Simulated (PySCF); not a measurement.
A calculated (PW91, PySCF 2.14, aug-cc-pVTZ, no relativity, point nucleus) atom or ion has these occupied shells.

| shell | electrons | orbital energy (eV) | rms radius, mean of both spins (bohr) |
| --- | --- | --- | --- |
| 1s | 2 | -451.00 | 0.266 |
| 2s | 2 | -68.158 | 1.20 |

Problem. Name the element and its charge.

Solution. N³⁺ (nitrogen, charge +3), in [He] 2s2, closed-shell 1S.
